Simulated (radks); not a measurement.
Values are calculated unless marked as measured or tabulated.
Q: Species: La2+. Configuration: [Xe] 7p1 (not the ground configuration). Level of theory: Dirac Kohn-Sham, PBE, spin-unpolarised, spherical densities, finite nucleus; open shells fill j = l - 1/2 first; Fermi nuclear charge, rms radius 4.855 fm (a radial shooting solver on a logarithmic mesh with Libxc functionals). Some entries of the table are withheld. Estimate them.

orbital,occ.,eigenvalue (hartree),<r^2> (bohr^2)
1s1/2,2,-1423.475,0.0008538
2s1/2,2,-227.1115,0.01356
2p1/2,2,-214.2371,0.009960
2p3/2,4,-199.0554,0.01123
3s1/2,2,(1),0.09284
3p1/2,2,-43.70309,0.08768
3p3/2,4,-40.74400,0.09531
3d3/2,4,-31.23309,0.07845
3d5/2,6,-30.60003,0.08062
4s1/2,2,(2),0.4828
4p1/2,2,-8.48337,0.5174
4p3/2,4,-7.85366,0.5592
4d3/2,4,-4.57735,0.6728
4d5/2,6,-4.46797,0.6897
5s1/2,2,-2.11142,2.664
5p1/2,2,(3),(4)
5p3/2,4,(5),(6)
7p1/2,1,-0.24912,65.68
7p3/2,0,-0.24291,67.85

A: 
(1) 3s1/2 eigenvalue (hartree): -49.13223
(2) 4s1/2 eigenvalue (hartree): -10.48158
(3) 5p1/2 eigenvalue (hartree): -1.55948
(4) 5p1/2 <r^2> (bohr^2): 3.299
(5) 5p3/2 eigenvalue (hartree): -1.46266
(6) 5p3/2 <r^2> (bohr^2): 3.573
